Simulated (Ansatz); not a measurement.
Reaction (cleavage of the Si–Si bond): `O[SiH](O)[SiH](Cl)Cl` + H₂S → `O[SiH](O)S` + `Cl[SiH2]Cl`

Computed with Ansatz on PBE0-D4/def2-TZVP structures; ΔE is electronic, products minus reactants. CBS: MP2 limit from def2 TZ/QZ plus the TZ coupled-cluster correction, frozen cores. This one scheme is used for every species. DFT in def2-TZVPP. B3LYP here is the variant with VWN-RPA as its local correlation; programs differ in this. Each species was taken in one conformer, which may not be the lowest.

Question: Is it downhill or uphill in electronic energy at CCSD(T)/CBS, and by how much? (An estimate is asked.)

Answer: Computed: Downhill: ΔE = -74.6 kJ/mol.

Question: What do these levels give: PBE-D4, r2SCAN-D4, PBE0-D4, ωB97M-V, B2PLYP, PBE, B3LYP, HF/def2-TZVPP, SCS-MP2/def2-TZVPP, CCSD/def2-TZVPP, HF/def2-QZVPP, CCSD/CBS(def2)? (Best estimate.)

Answer: The calculation gave: PBE-D4 -60.5, r2SCAN-D4 -73.8, PBE0-D4 -66.4, ωB97M-V -76.8, B2PLYP -76.7, PBE -65.2, B3LYP -73.6, HF/def2-TZVPP -86.4, SCS-MP2/def2-TZVPP -80.4, CCSD/def2-TZVPP -75.2, HF/def2-QZVPP -87.1, CCSD/CBS(def2) -75.8 kJ/mol.

Largest T1 diagnostic among the species: 0.011.

The D4 term adds +7.2 kJ/mol with B3LYP and +4.5 kJ/mol with PBE0; it sums over pairs of atoms, weighted by their polarisabilities, and B3LYP, whose exchange is more repulsive, gets the larger term. From PBE to PBE0 (25 % exact exchange), in def2-TZVPP and without D4, ΔE moves by −5.8 kJ/mol. In def2-TZVPP, CCSD(T) changes the Hartree–Fock value by +12.5 kJ/mol (the triples alone add +1.3 kJ/mol) and MP2 by +4.8 kJ/mol.
